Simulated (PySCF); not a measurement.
A side-by-side comparison of computed properties.

First species: C4H7NS.
SMILES with atom numbers: `[CH3:1][S:2][CH2:3][CH2:4][C:5]#[N:6]` (hydrogens: H7, H8, H9 on C1; H10, H11 on C3; H12, H13 on C4)

Structure used (GFN2-xTB), in Å, numbered top down from 1:
```
atom  x, y, z in Å
C1    -2.4726    0.2254    0.2384
S2    -0.9506    1.1807    0.4682
C3     0.2527   -0.1675    0.1765
C4     1.6733    0.3733    0.3151
C5     2.6283   -0.6806    0.0828
N6     3.3634   -1.5350   -0.1053
H7    -2.5160   -0.5742    0.9730
H8    -3.2977    0.9135    0.3882
H9    -2.5015   -0.1781   -0.7702
H10    0.0639   -0.9530    0.9106
H11    0.0834   -0.5590   -0.8284
H12    1.8431    1.1756   -0.4085
H13    1.8260    0.7794    1.3191
```

Second species: C8H6FN.
SMILES: `C#C/C(=C/C#N)CC(=C)F`

Levels: PBE0/def2-SVPD for dipole moment, HOMO energy, LUMO energy, HOMO–LUMO gap, static isotropic polarisability and electronic spatial extent ⟨r²⟩ about the centre of nuclear charge; TDDFT PBE0/def2-SVPD for lowest singlet excitation; TDA PBE0/def2-SVPD for lowest triplet excitation (Tamm–Dancoff); GFN2-xTB for rotational constant A and rotational constant C. Geometries: GFN2-xTB. Each structure is a single optimised conformer of the isolated species, non-relativistic unless stated; the electronic structure was computed with PySCF and density fitting.

The conformers computed, where there is a choice (atom-mapped SMILES and torsion angles):
- `[CH3:1][S:2][CH2:3][CH2:4][C:5]#[N:6]`: C1–S2–C3–C4 180°, S2–C3–C4–C5 180°
- `[CH:1]#[C:2]/[C:3](=[CH:4]/[C:5]#[N:6])[CH2:7][C:8](=[CH2:9])[F:10]`: C2–C3–C7–C8 81°, C3–C7–C8–C9 94°

```json
{"property": "dipole moment", "column X": "3.01 D", "column Y": "3.51 D"}
{"property": "HOMO energy", "column X": "-7.58 eV", "column Y": "-6.82 eV"}
{"property": "LUMO energy", "column X": "-2.45 eV", "column Y": "-0.07 eV"}
{"property": "HOMO–LUMO gap", "column X": "5.13 eV", "column Y": "6.75 eV"}
{"property": "lowest singlet excitation", "column X": "4.23 eV", "column Y": "5.25 eV"}
{"property": "lowest triplet excitation (Tamm–Dancoff)", "column X": "2.82 eV", "column Y": "4.77 eV"}
{"property": "static isotropic polarisability", "column X": "101.8 au", "column Y": "74.0 au"}
{"property": "electronic spatial extent ⟨r²⟩ about the centre of nuclear charge", "column X": "1501 bohr²", "column Y": "1063 bohr²"}
{"property": "rotational constant A", "column X": "1.606 GHz", "column Y": "11.080 GHz"}
{"property": "rotational constant C", "column X": "0.724 GHz", "column Y": "1.038 GHz"}
```

Problem. Which column belongs to which species?

Solution. Column X is the second species and column Y the first. The first has 13 atoms and 54 electrons, the second 16 and 70.

Problem. How does each property change from the first species to the second?

Solution. dipole moment -0.50 D; HOMO energy -0.76 eV; LUMO energy -2.38 eV; HOMO–LUMO gap -1.62 eV; lowest singlet excitation -1.02 eV; lowest triplet excitation (Tamm–Dancoff) -1.95 eV; static isotropic polarisability +27.8 au; electronic spatial extent ⟨r²⟩ about the centre of nuclear charge +438 bohr²; rotational constant A -9.474 GHz; rotational constant C -0.314 GHz.

On the first: The polarisability is 10.97 Å³ as a volume (1 au = 0.148185 Å³), or 1.37 au for each of the 54 electrons. The principal polarisabilities are 57.2, 67.0 and 97.8 au; their mean is the isotropic value.

On the second: No computed singlet falls in the visible range (750 to 380 nm, 1.65 to 3.26 eV); S1 lies 0.97 eV above its blue end. S1 lies 0.90 eV below the HOMO–LUMO gap; its leading configuration is HOMO→LUMO, weight 0.60, beside HOMO−1→LUMO, weight 0.36.
